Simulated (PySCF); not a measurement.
Job file and geometry (Å, from GFN2-xTB) of an NMR shielding run on SMILES [SiH3]C[SiH2]O[Si@@H]1C=C[SiH2]N1, C$_{3}$H$_{13}$NOSi$_{4}$, PySCF 2.14.0, density-fitted response routines, GIAO PBE0/pcSseg-1 NMR shielding, non-relativistic, gas phase; density fitting, a coarse starting grid and PySCF grid level 2 are the driver's defaults:

```
$ OMP_NUM_THREADS=1 python probes_run.py task.json out

{"job": {"kind": "nmr", "xc": "PBE0", "basis": "pcSseg-1"}, "charge": 0, "multiplicity": 1}
Si     3.436149     0.896998     0.634311
C      1.845853    -0.090647     0.351092
Si     1.533554    -0.631966    -1.438415
O      0.098332    -1.389716    -1.564240
Si    -1.475207    -1.321001    -1.157641
C     -2.347136     0.222739    -1.787066
C     -2.809391     1.048925    -0.850612
Si    -2.501980     0.512384     0.926918
N     -1.721611    -0.977718     0.523011
H      4.598831     0.115762     0.205835
H      3.399949     2.152876    -0.118441
H      3.577088     1.210603     2.062324
H      0.993498     0.503241     0.685872
H      1.859791    -0.975840     0.989516
H      1.508133     0.525693    -2.336178
H      2.467479    -1.665060    -1.885685
H     -1.973967    -2.629003    -1.564267
H     -2.470039     0.439025    -2.841296
H     -3.320991     1.968689    -1.106914
H     -3.731982     0.266980     1.688928
H     -1.612530     1.425573     1.661860
H     -1.364231    -1.589150     1.234280
```

**Question.** What does the program print?

**Answer.** 
```
coarse grid: 19968 points
cycle   1  E = -1409.1413882413  dE =  8.864e-01  |g| = 9.219e-01  |ddm| = 4.388e+00
cycle   2  E = -1408.9271719436  dE =  2.142e-01  |g| = 1.383e+00  |ddm| = 1.879e+00
cycle   3  E = -1409.3021305786  dE = -3.750e-01  |g| = 1.476e-01  |ddm| = 1.333e+00
cycle   4  E = -1409.3059700513  dE = -3.839e-03  |g| = 5.897e-02  |ddm| = 1.673e-01
cycle   5  E = -1409.3067451041  dE = -7.751e-04  |g| = 1.464e-02  |ddm| = 5.997e-02
cycle   6  E = -1409.3067896192  dE = -4.452e-05  |g| = 4.414e-03  |ddm| = 1.683e-02
cycle   7  E = -1409.3067941482  dE = -4.529e-06  |g| = 9.952e-04  |ddm| = 4.701e-03
final grid: 173368 points
cycle   8  E = -1409.3649855722  dE = -2.242e-05  |g| = 1.043e-02  |ddm| = 2.602e-02
cycle   9  E = -1409.3649558750  dE =  2.970e-05  |g| = 1.596e-02  |ddm| = 2.047e-02
cycle  10  E = -1409.3650085862  dE = -5.271e-05  |g| = 1.278e-03  |ddm| = 1.262e-02
cycle  11  E = -1409.3650089150  dE = -3.288e-07  |g| = 2.725e-04  |ddm| = 1.262e-03
cycle  12  E = -1409.3650089321  dE = -1.712e-08  |g| = 4.538e-05  |ddm| = 2.832e-04
cycle  13  E = -1409.3650089324  dE = -2.497e-10  |g| = 3.177e-05  |ddm| = 6.936e-05
cycle  14  E = -1409.3650089326  dE = -2.624e-10  |g| = 6.854e-06  |ddm| = 3.152e-05
converged SCF energy = -1409.3650089326

GIAO shielding tensors (ppm)
atom      isotropic    diamagn.    paramagn.     s11        s22        s33       span
  0 Si     430.972     879.658    -448.686    407.767    412.918    472.231     64.464
  1 C      190.498     264.312     -73.814    181.815    193.470    196.210     14.396
  2 Si     370.392     882.017    -511.625    320.573    374.582    416.020     95.448
  3 O      258.533     403.618    -145.085    227.306    237.007    311.285     83.979
  4 Si     375.835     882.639    -506.805    348.530    378.374    400.600     52.070
  5 C       28.760     263.642    -234.882    -88.603      1.000    173.883    262.486
  6 C       30.858     262.193    -231.335    -88.210      8.600    172.186    260.396
  7 Si     385.490     882.386    -496.896    347.816    364.322    444.331     96.515
  8 N      239.702     330.649     -90.946    199.940    246.572    272.595     72.655
  9 H       27.957      28.148      -0.191     24.287     26.088     33.496      9.209
 10 H       27.933      29.035      -1.102     24.294     26.419     33.087      8.792
 11 H       27.676      28.454      -0.778     24.031     25.603     33.394      9.362
 12 H       31.372      39.912      -8.540     24.803     29.978     39.334     14.531
 13 H       31.485      35.659      -4.174     26.471     30.572     37.412     10.941
 14 H       26.621      31.747      -5.127     22.562     26.191     31.109      8.548
 15 H       26.554      29.858      -3.305     22.114     25.634     31.912      9.798
 16 H       26.374      28.320      -1.946     22.083     24.335     32.704     10.621
 17 H       24.304      30.572      -6.268     22.058     24.847     26.006      3.948
 18 H       24.251      30.250      -5.999     22.571     24.527     25.654      3.083
 19 H       26.568      28.725      -2.157     22.655     24.154     32.894     10.240
 20 H       26.438      31.977      -5.539     22.316     25.637     31.361      9.045
 21 H       31.389      35.976      -4.588     24.718     27.465     41.983     17.264
```

**Question.** Turn these shieldings into chemical shifts. δ = σ(ref) − σ, references computed at the same level: ²⁹Si (σref 349.16), ¹³C (σref 186.93), ¹H (σref 31.72) vs TMS; H2O for ¹⁷O (σref 336.08); ¹⁵N (σref 267.73) against NH3.

**Answer.** Averaging equivalent atoms: Si 2: -21.2; Si 4: -26.7; Si 7: -36.3; Si 0: -81.8; C 5: 158.2; C 6: 156.1; C 1: -3.6; O 3: 77.5; N 8: 28.0; H 18: 7.47; H 17: 7.41; H 16: 5.34; H 20: 5.28; H 15: 5.16; H 19: 5.15; H 14: 5.10; H 9/10/11: 3.86; H 12: 0.35; H 21: 0.33; H 13: 0.23 ppm. Experimental scales use liquid or dissolved standards, which lie at an offset from isolated NH3 (liquid NH3: subtract about 20 ppm) and H2O (liquid H2O: subtract about 36 ppm).

Size and cost of the density-fitted run: 246 basis functions, 120 s wall time on 1 thread of an Arm Neoverse N1, shared host; peak memory 1.2 GiB.
